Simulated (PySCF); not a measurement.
3-acetylbenzoic acid, C9H8O3.
Atom-mapped SMILES: `[CH3:1][C:2](=[O:3])[c:4]1[cH:5][cH:6][cH:7][c:8]([C:9](=[O:10])[OH:11])[cH:12]1`

NICS is the negative of the GIAO shielding at a point without a nucleus: at the ring centre (0) and 1 Å above and below it (1); zz is the component along the ring normal. Level: GIAO PBE0/pcSseg-1 (PySCF, non-relativistic, gas phase) on the GFN2-xTB geometry, one conformer.

Ring bond lengths (Å), with Mayer bond orders in brackets: C4–C5 1.397 (1.40), C5–C6 1.382 (1.44), C6–C7 1.384 (1.41), C7–C8 1.393 (1.36), C8–C12 1.392 (1.39), C12–C4 1.389 (1.35).

Task: What do the NICS probes read (ppm)?

Result: 
```
              ring                                              type  NICS(0)  NICS(1), two faces  NICS(1)zz, two faces  rms pucker (Å)  centre to ring atoms, mean (Å)
C4–C5–C6–C7–C8–C12  6-membered carbocycle; formal bonds all aromatic     -8.2       -11.2 / -11.2         -26.7 / -26.6            0.00                            1.39
```

Task: What do they say, and how far can they be read as aromaticity?

Result: 
- C4–C5–C6–C7–C8–C12: mean NICS(1)zz -26.7 ppm, shielded. For a flat ring without four-coordinate atoms the NICS criterion counts such a value as aromatic.

Task: And the bond-length index? Use HOMA with the parameters of Krygowski (1993).

Result: 
- C4–C5–C6–C7–C8–C12: HOMA 0.99 = 1 − EN − GEO, with mean bond length 1.389 Å, EN = α(Ropt − mean)² = 0.001 and GEO = α × variance = 0.007. The geometric and the magnetic index point the same way.

Task: Give the inner angles of the rings and the Hirshfeld charges of the ring atoms.

Result: 
- C4–C5–C6–C7–C8–C12: C4 118.9° (-0.017 e), C5 120.9° (-0.023 e), C6 120.1° (-0.040 e), C7 119.5° (-0.029 e), C8 120.3° (-0.022 e), C12 120.2° (-0.029 e); sum 720.0° against 720° for a flat convex ring.

The values belong to the conformer `[CH3:1][C:2](=[O:3])[c:4]1[cH:5][cH:6][cH:7][c:8]([C:9](=[O:10])[OH:11])[cH:12]1`: C1–C2–C4–C5 -179°, C7–C8–C9–O10 -178°, H–O11–C9–C8 180°.
